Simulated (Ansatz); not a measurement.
Reaction (atomization): `F/C(Br)=C/Cl` → Br• + 2 C• + Cl• + F• + H•

Isolated molecules relaxed with PBE0-D4/def2-TZVP in Ansatz; ΔE leaves out vibrations. CBS: MP2 limit from def2 TZ/QZ plus the TZ coupled-cluster correction, frozen cores. This one scheme is used for every species, atoms too. For atomizations the MP2-based limit and the directly extrapolated one differ by several kJ/mol either way, and by 10 to 25 for some Ge, Se and Sn compounds, so smaller differences from it don't rank the levels. Functionals use def2-TZVPP. B3LYP here is the variant with VWN-RPA as its local correlation; programs differ in this. Open shells (•) are unrestricted, without spin–orbit coupling. Spin–orbit coupling would lower the free atoms: a little for C, Cl, F; clearly for Br. Bonds to Br are less sure, by a few kJ/mol each and by 10 to 20 or more in all where they break to atoms, as the def2 sets lack core-valence functions. Scalar relativity is left out up to krypton.

CCSD(T)/CBS gives +2147.3 kJ/mol.

Q: Another level gave +2107.3 kJ/mol. Which?
A. B3LYP/def2-TZVPP
B. SCS-MP2/def2-TZVPP
C. CCSD(T)/def2-TZVPP
D. PBE0-D4/def2-TZVPP

A: A. B3LYP 2107.3, SCS-MP2/def2-TZVPP 2114.0, CCSD(T)/def2-TZVPP 2074.6, PBE0-D4 2191.3 kJ/mol.

Largest T1 diagnostic among the species: 0.010.

From PBE to PBE0 (25 % exact exchange), in def2-TZVPP and without D4, ΔE moves by −87.7 kJ/mol: exact exchange takes away binding that semilocal exchange gives to molecules. In def2-TZVPP, CCSD(T) changes the Hartree–Fock value by +664.2 kJ/mol (the triples alone add +63.2 kJ/mol) and MP2 by +769.3 kJ/mol; breaking electron pairs costs correlation energy, which Hartree–Fock lacks. The D4 term adds +26.7 kJ/mol with B3LYP and +13.7 kJ/mol with PBE0; it sums over pairs of atoms, weighted by their polarisabilities, and B3LYP, whose exchange is more repulsive, gets the larger term.
